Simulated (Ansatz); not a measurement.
Start from `[SH][SnH3]` and change one element to get `[SeH][SnH3]`.

Ansatz, PBE0-D4/def2-TZVP geometries, multiplicity 1. 

Elements past krypton have def2 core potentials. Scalar relativity is left out up to krypton.

```json
{"property": "HOMO energy (PBE/def2-TZVPP) / eV", "`[SH][SnH3]`": "-6.04"}
{"property": "LUMO energy (PBE/def2-TZVPP) / eV", "`[SH][SnH3]`": "-1.42"}
{"property": "size of the dipole moment (PBE/def2-TZVPP) / D", "`[SH][SnH3]`": "1.41"}
{"property": "HOMO–LUMO gap (B3LYP/def2-TZVPP) / eV", "`[SH][SnH3]`": "6.16"}
{"property": "HOMO–LUMO gap (PBE/def2-TZVPP) / eV", "`[SH][SnH3]`": "4.63"}
{"property": "ideal-gas entropy at 298 K and 1 bar (rigid rotor, harmonic PBE0-D4/def2-TZVP) / J/(mol·K)", "`[SH][SnH3]`": "302"}
```

Question: What does the change do to each property? (Best estimate.)

Answer: The calculation gave: 
| property | `[SeH][SnH3]` | shift |
| --- | --- | --- |
| HOMO energy (PBE/def2-TZVPP) / eV | -5.79 | 0.25 |
| LUMO energy (PBE/def2-TZVPP) / eV | -1.60 | -0.18 |
| size of the dipole moment (PBE/def2-TZVPP) / D | 1.19 | -0.22 |
| HOMO–LUMO gap (B3LYP/def2-TZVPP) / eV | 5.63 | -0.53 |
| HOMO–LUMO gap (PBE/def2-TZVPP) / eV | 4.19 | -0.44 |
| ideal-gas entropy at 298 K and 1 bar (rigid rotor, harmonic PBE0-D4/def2-TZVP) / J/(mol·K) | 315 | 13 |

With PBE0 the HOMO rises by 0.34 eV and the LUMO falls by 0.20 eV, so the gap narrows by about 0.54 eV. PBE moves the HOMO by 0.25 eV and ωB97M-V by 0.37 eV. Dipoles are sizes alone; their direction can turn.

B3LYP here is the variant with VWN-RPA as its local correlation; programs differ in this.

Spin–orbit coupling is left out; it splits and shifts lone-pair levels of the heavy atoms by tenths of an eV.
